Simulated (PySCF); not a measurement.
# Static response to an electric field

Compound: C₃H₁₁ClOSi₂.
Structure used (GFN2-xTB), in Å, numbered top down from 1:
```
atom  x, y, z in Å
C1    -1.807    1.869   -0.713
O2    -0.794    1.110   -0.123
Si3   -0.224   -0.356   -0.559
C4    -1.619   -1.657   -0.629
Si5    1.243   -0.757    1.175
C6     2.748    0.429    1.097
Cl7    3.544    0.230   -0.487
H8    -2.758    1.333   -0.686
H9    -1.564    2.100   -1.752
H10   -1.903    2.799   -0.151
H11    0.323   -0.283   -1.929
H12   -1.231   -2.651   -0.829
H13   -2.346   -1.432   -1.406
H14   -2.156   -1.704    0.315
H15    0.751   -0.613    2.556
H16    1.815   -2.108    1.090
H17    3.504    0.221    1.850
H18    2.466    1.477    1.170
```

Level: PBE0/def2-SVPD (PySCF), static field, nuclei fixed, core orbitals frozen in the response. The polarisability tensor in these axes (au):

```
x   121.72   3.02   4.51
y     3.02 102.47  -2.77
z     4.51  -2.77 105.30
```

Question: What are the eigenvalues, a third of the trace, and Δα (Δα² = ½Σ(αi − αj)² over the three pairs)?

Answer: Principal values 99.64, 106.73 and 123.12 au; mean 109.83 au = 16.28 Å³ = 18.11 × 10⁻⁴⁰ C²·m²/J; Δα = 20.86 au (19 % of the mean).

Question: What is the dipole moment, and where does it point?

Answer: (-2.25, 0.29, 0.55) D, 2.33 D in size, pointing from the negative to the positive side. Measured along this direction, the outermost atoms are Cl7 at the negative end and H8 at the positive end.

Question: Directions of the eigenvectors, and the extent of the frame along each?

Answer: Largest value along (0.97, 0.11, 0.23), where the nuclei span 6.58 Å; middle along (-0.12, -0.60, 0.79), 4.76 Å; least along (-0.22, 0.79, 0.57), 4.85 Å. 

Question: Sum over states: ᾱ = Σ f/ω², ω in Eh. What share falls to these 8 lowest TDDFT singlets (eV, f)? 6.48, 0.0152; 6.60, 0.0113; 6.63, 0.0260; 6.74, 0.0273; 6.84, 0.0237; 6.94, 0.0157; 7.02, 0.0039; 7.05, 0.0029.

Answer: They add up to 2.06 au, 1.9 % of the 109.83 au; the largest single term is 0.45 au, from the state at 6.74 eV. Terms in order: 0.27, 0.19, 0.44, 0.45, 0.37, 0.24, 0.06, 0.04 au. Higher excitations give the rest. The strengths listed sum to 0.126.

Question: What are the principal values of the traceless quadrupole moment, Θ = ½Σq(3rr − r²1), about the centre of nuclear charge?

Answer: -8.61, 1.39, 7.22 D·Å. The values depend on the origin, since the dipole doesn't vanish. The electronic extent ⟨r²⟩ about the same centre is 1858 bohr², a root-mean-square distance of 2.52 Å for the 82 electrons.

Question: Orientational against electronic polarisability at 250 K (dilute gas, rigid molecules)?

Answer: In Gaussian units μ²/3kT = 52.57 Å³ against 16.28 Å³, a ratio of 3.23; the Debye molar polarisation (4π/3)N_A(α + μ²/3kT) is 173.7 cm³/mol, leaving out the vibrational part.

Question: Rayleigh depolarisation ratio (linearly polarised light, static tensor)?

Answer: ρ = 3Δα²/(45ᾱ² + 4Δα²) = 1305.9/(542815 + 1741.3) = 0.0024.

The structure is a single GFN2-xTB conformer in the gas phase; no vibrational or solvent corrections.

The run behind these numbers computed excited states as well. The run took 68 s on an Arm Neoverse V1 with one thread (shared host), and the process peaked at 0.98 GiB of memory.
